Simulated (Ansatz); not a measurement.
Consider the redistribution: `BN1B[SiH2]1` + `[CH3][AlH][BH]O` → `[BH2][AlH][BH]O` + `CN1B[SiH2]1`.

Calculated with Ansatz (gas phase, PBE0-D4/def2-TZVP geometries, no zero-point term in ΔE). CCSD(T)/CBS is the MP2 limit (def2-TZVPP, def2-QZVPP) plus CCSD(T) − MP2 in def2-TZVPP, frozen cores. DFT in def2-TZVPP. Each species was taken in one conformer, which may not be the lowest.

```
             level  ΔE (kJ/mol)
        r2SCANh-D4        171.9
              BLYP        165.8
             BHLYP        176.3
RPA@PBE/def2-TZVPP        168.9
```

Problem. What does CCSD(T)/CBS give? (An estimate is asked.)

Solution. Computed: +173.6 kJ/mol. The listed levels differ from it by -1.7, -7.8, 2.7, -4.7 kJ/mol.

Problem. What do rigid-rotor, harmonic-oscillator terms from PBE0-D4/def2-TZVP frequencies (298.15 K, 1 bar) make of the CCSD(T)/CBS value? (Estimate.)

Solution. Ansatz gave: ΔZPE = +2.9 kJ/mol, ΔH = +175.6 kJ/mol, ΔS = -16 J/(mol·K), ΔG = +180.3 kJ/mol. Modes under 50 cm⁻¹ make the entropy rough.

Largest T1 diagnostic among the species: 0.014.

At CCSD(T), def2-SVP lies −12.0 kJ/mol from the extrapolated value and def2-TZVPP −2.2 kJ/mol. Leaving LDA and LC-ωPBE aside and taking each functional with its dispersion term where it has one, the values, not all of them listed here, spread over 23.0 kJ/mol, from revPBE-D4 to ωB97M-V.
